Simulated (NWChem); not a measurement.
System meant: SiIClF2; SMILES F[Si](I)(F)Cl

Here is an NWChem input.

```
start job
memory heap 200 mb stack 900 mb global 1100 mb
geometry units angstroms noautoz
  F     -1.277899     1.298945     1.288004
  Si    -0.391250     0.953719     0.000000
  F     -1.277899     1.298945    -1.288004
  Cl     1.247303     2.145847     0.000000
  I      0.156620    -1.378862     0.000000
end
basis spherical
  F library def2-svp
  Si library def2-svp
  Cl library def2-svp
  I library def2-svp
end
ecp
  I library def2-ecp
end
dft
  xc xpbe96 cpbe96
  iterations 4
  mulliken
end
task dft energy
```

End of the output:

```
    Atom       Charge   Shell Charges
 -----------   ------   -------------------------------------------------------
    1 F    9     9.15   1.98  1.02  0.76  3.20  2.18  0.01
    2 Si  14    13.77   2.00  1.92  0.66  0.31  5.81  1.18  1.01  0.88
    3 F    9     9.15   1.98  1.02  0.76  3.20  2.18  0.01
    4 Cl  17    16.97   2.00  1.96  1.06  0.78  5.82  2.26  3.08  0.02
    5 I   25    24.97   1.25  0.73  1.07  0.79  2.77  3.18  2.52  2.61  9.47  0.57

 center of mass
 --------------
 x =   0.01030541 y =  -0.20093699 z =   0.00000000

 moments of inertia (a.u.)
 ------------------
        1973.033428852917           0.000000000000           0.000000000000
           0.000000000000         666.658116226984           0.000000000000
           0.000000000000           0.000000000000        2189.487789395141

     Multipole analysis of the density
     ---------------------------------

     L   x y z        total         alpha         beta         nuclear
     -   - - -        -----         -----         ----         -------
     0   0 0 0      0.000000    -37.000000    -37.000000     74.000000

     1   1 0 0      0.314780      3.345219      3.345219     -6.375658
     1   0 1 0     -0.332345    -36.746690    -36.746690     73.161035
     1   0 0 1     -0.000000     -0.000000     -0.000000      0.000000

     2   2 0 0    -46.029850   -128.159936   -128.159936    210.290022
     2   1 1 0      0.649841    -11.620702    -11.620702     23.891244
     2   1 0 1      0.000000      0.000000      0.000000      0.000000
     2   0 2 0    -43.505178   -322.795705   -322.795705    602.086231
     2   0 1 1      0.000000      0.000000      0.000000      0.000000
     2   0 0 2    -46.808093    -76.722139    -76.722139    106.636185

 ------------------------------------------------------------------------
 dft energy failed                                                                                  0
 ------------------------------------------------------------------------
 ------------------------------------------------------------------------
  current input line :
    24: task dft energy
 ------------------------------------------------------------------------
 ------------------------------------------------------------------------
 This type of error is most commonly associated with calculations not reaching convergence criteria
 ------------------------------------------------------------------------
 For more information see the NWChem manual at https://nwchemgit.github.io

0:dft energy failed:Received an Error in Communication
```

Q: Can this run be used? If not, why, and what is the fix?

A: Convergence was not reached. Cause: the SCF was allowed too few iterations. This input runs:
```
start job
memory heap 200 mb stack 900 mb global 1100 mb
geometry units angstroms noautoz
  F     -1.277899     1.298945     1.288004
  Si    -0.391250     0.953719     0.000000
  F     -1.277899     1.298945    -1.288004
  Cl     1.247303     2.145847     0.000000
  I      0.156620    -1.378862     0.000000
end
basis spherical
  F library def2-svp
  Si library def2-svp
  Cl library def2-svp
  I library def2-svp
end
ecp
  I library def2-ecp
end
dft
  xc xpbe96 cpbe96
  iterations 150
  mulliken
end
task dft energy
```
It converges to -1246.35766 Ha (PBE/def2-SVP with def2 effective core potentials on I).
